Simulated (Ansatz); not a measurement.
Stretching the Cd1–H2 bond in CdH3N (SMILES [NH2][CdH]) (multiplicity 1 held, fragments rigid). Energies count from the point at 1.656 Å.
Geometry at that point (charge 0, multiplicity 1):
```xyz
5

Cd    -0.19315    -0.04078    -0.22747
H     -1.20928    -0.23635    -1.52039
N      1.16168     0.26843     1.25041
H      1.49907    -0.57553     1.69862
H      0.84969     0.89031     1.98724
```

Signs of static correlation in def2-TZVPP, with CASSCF(2,2), from Ansatz (an electronic-structure program) runs.

```tsv
R (Å)	T1 of restricted CCSD	⟨S²⟩ of UHF	largest double amplitude of restricted CCSD	weight of the CASSCF reference in MRCISD	CASSCF natural occupations
1.325	0.014	0.000	0.038	0.895	1.98 0.02
1.490	0.014	0.000	0.038	0.895	1.98 0.02
1.656	0.015	0.000	0.037	0.895	1.97 0.03
1.822	0.016	0.000	0.036	0.896	1.96 0.04
1.987	0.017	0.000	0.038	0.896	1.95 0.05
2.236	0.020	0.000	0.086	0.897	1.92 0.08
2.484	0.023	0.331	0.141	0.897	1.88 0.12
2.898	0.033	…	…	0.898	1.76 0.24
3.312	0.047	0.912	0.386	0.898	1.60 0.40
3.809	0.067	0.982	0.568	0.898	1.39 0.61
4.471	0.086	1.008	0.778	0.898	1.19 0.81
5.299	0.095	1.014	0.924	0.898	1.07 0.93
```

Task: Some entries are withheld; supply them.

Result: 
- 2.898, ⟨S²⟩ of UHF: 0.749
- 2.898, largest double amplitude of restricted CCSD: 0.250

Doubts at one or more of the structures used: a restricted determinant that unrestricted orbitals would lower (R-CCSD(T)/def2-TZVPP); other coupled-cluster roots lie near (R-CCSD(T)/def2-TZVPP); T1 above 0.05 (R-CCSD(T)/def2-TZVPP); a spin-contaminated determinant (U-CCSD(T)/def2-TZVPP).
